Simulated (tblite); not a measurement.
Species: C6H5O2S (charge +1).
Cartesian coordinates in Å at the GFN2-xTB level; atoms count from 1:
```xyz
14
C6H5O2S angstrom
O      2.6234    1.1337    0.5617
C      1.9954    0.2180    0.1180
O      2.4900   -0.8852   -0.4065
C      0.4740    0.2226    0.1086
C     -0.2483   -0.8500   -0.4133
C     -1.6406   -0.8672   -0.4315
C     -2.4092    0.1606    0.0584
S     -1.7911    1.5805    0.7459
C     -0.1281    1.3425    0.6432
H      3.4631   -0.8847   -0.3992
H      0.3013   -1.6899   -0.8146
H     -2.1428   -1.7289   -0.8500
H     -3.4886    0.1105    0.0273
H      0.5007    2.1371    1.0298
```

Computed with GFN2-xTB (tblite): harmonic, unscaled wavenumbers at the GFN2-xTB geometry, gas phase. This tight-binding method is rough: wavenumbers can miss measured ones by several per cent, in bad cases by 10 to 20. One conformer, not necessarily the lowest.

Harmonic wavenumbers (cm⁻¹): 44.4, 129.3, 179.1, 245.4, 334.0, 344.4, 431.2, 475.9, 561.1, 578.7, 648.6, 691.7, 710.7, 780.0, 812.9, 852.2, 881.4, 907.4, 938.7, 943.2, 1088.9, 1116.5, 1142.1, 1174.7, 1206.9, 1250.4, 1318.2, 1383.5, 1486.7, 1535.0, 1798.2, 3040.0, 3073.9, 3082.6, 3094.4, 3406.8.

A = 3075, B = 998.0, C = 753.4 MHz; mass 141.001 u (most abundant isotopes); point group Cs, symmetry number 1.

Task: Zero-point energy?

Result: ½Σν̃ = 20845 cm⁻¹ = 249.36 kJ/mol.

Task: What is S at 200 K and 1 bar for an ideal gas of classical rigid rotors and harmonic oscillators?

Result: Translation 162.28, rotation 117.70, vibration 50.13: S = 330.1 J/(mol K).

Task: And Cp and H(200 K) − H(0)?

Result: Cp = 95.38 J/(mol K), of which vibrations give 62.12 (their classical limit is 36 R = 299.3); H(200 K) − H(0) = 12.28 kJ/mol without the zero-point energy, 5.63 from vibrations.

Task: What must be added to the electronic energy to get the Gibbs energy at 200 K and 1 bar?

Result: ZPE + [H(200 K) − H(0)] − T·S = 249.36 + 12.28 − 66.02 = 195.62 kJ/mol.

Task: Blend soft modes into free rotors: weight 1/[1 + (100 cm⁻¹/ν̃)⁴] for the oscillator and the rest for a rotor with moment μB/(μ + B), μ = h/(8π²ν), B = 10⁻⁴⁴ kg m². What vibrational entropy results?

Result: 46.31 J/(mol K) in place of 50.13, which changes −T·S at 200 K by +0.76 kJ/mol.

Task: Which modes carry the vibrational entropy at 200 K?

Result: 44.4 cm⁻¹: 17.84; 129.3 cm⁻¹: 9.21; 179.1 cm⁻¹: 6.76; 245.4 cm⁻¹: 4.59; 334.0 cm⁻¹: 2.78; 344.4 cm⁻¹: 2.62 J/(mol K); the other 30 give 6.33 together.

Hindered rotation and anharmonicity are outside this model. Other conformers, if any are populated, would add a mixing term that is left out.
